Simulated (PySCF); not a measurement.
**NMR data sheet: C5H11FO3Si**

| Item | Value |
| --- | --- |
| Formula | C5H11FO3Si |
| SMILES | CO[C@@H](C(C)=O)[Si@H](F)OC |
| Point group of the computed structure | C1 |
| Degrees of unsaturation | 1 |
| Carbon signals | 5 |
| Proton signals | 5 |

Numbering as in the mapped SMILES `[CH3:1][O:2][C@@H:3]([C:4]([CH3:5])=[O:6])[Si@H:7]([F:8])[O:9][CH3:10]` (H(Xn): hydrogen on atom n).

PySCF 2.14 calculation with GIAO PBE0/pcSseg-1 shieldings and geometry from GFN2-xTB; in vacuum, no relativistic terms, single conformer, equivalent nuclei averaged.

Shifts are taken against calculated references (same method and geometry level): ¹H (σ = 31.72 ppm) and ¹³C (σ = 186.93 ppm) and ²⁹Si (σ = 349.16 ppm) against TMS; ¹⁹F (σ = 170.95 ppm) against CFCl3; ¹⁷O (σ = 336.08 ppm) against H2O.

| carbon | δC, type | δH (multiplicity) | HMBC from (2–3 bonds) | span of the C tensor (ppm) |
| --- | --- | --- | --- | --- |
| C1 | 60.8, CH3 | 3.69 (s) | H(C3) | 89 |
| C3 | 88.3, CH | 3.41 (m) | H(Si7), H(C1), H(C5) | 42 |
| C4 | 214.5, C | – | H(Si7), H(C3), H(C5) | 201 |
| C5 | 31.4, CH3 | 2.34 (s) | H(C3) | 54 |
| C10 | 53.5, CH3 | 4.01 (s) | H(Si7) | 81 |

Other nuclei:
```
 atoms  nucleus                              environment  δ (ppm)  σ (ppm)
H(Si7)       ¹H  hydrogen on a silicon bonded to C, F, O     4.83    26.89
    F8      ¹⁹F                    fluorine bonded to Si   -155.8    326.7
   Si7     ²⁹Si             silicon bonded to C, F, O, H    -18.0    367.2
    O6      ¹⁷O                            ketone oxygen    643.7   -307.6
    O9      ¹⁷O                   oxygen bonded to C, Si     32.0    304.1
    O2      ¹⁷O                             ether oxygen     12.4    323.7
```

1. Carbon types of the structure: 1 × C, 1 × CH, 3 × CH3, leaving 1 H on heteroatoms.
2. δC 214.5: ketone carbonyl carbon; low-lying n→π* states of the double bond to the heteroatom give a large paramagnetic term (-280 ppm).
3. δC 88.3: sp3 CH bonded to O and Si, α to a carbonyl; deshielded by the electronegative neighbour.
4. δC 60.8, 53.5: methyl carbon bonded to O; deshielded by the electronegative neighbour.
5. δH 4.01, 3.69: hydrogen on a methyl carbon bonded to O; its carbon carries O, which withdraws density.
6. δH 2.34: hydrogen on a methyl carbon α to a carbonyl; α to C=O.

Splittings by ¹⁹F in the carbon and heteronuclear signals aren't shown, as no couplings were computed. Shifts are as computed. Against solution values, carbons near 30 ppm lie about +3 ppm off and those near 130 ppm about +5 ppm. Of 1309 compounds with measured shifts, 239 miss one by over three times the rms of a fit or turn the order of signals round; such compounds aren't used in these exercises. Unscaled 19F shifts against computed CFCl3 carry errors that often reach 10 to 50 ppm. Unscaled 17O shifts of doubly bonded oxygen tend to come out too high, by tens of ppm or more. Experimental scales use liquid or dissolved standards, which lie at an offset from isolated H2O (liquid H2O: subtract about 36 ppm). No couplings were computed; multiplicities are counted from neighbouring protons, with m where these are inequivalent, close in shift, in a saturated or five-membered ring or joined by F or P, and br s for small geminal =CH2 splittings.
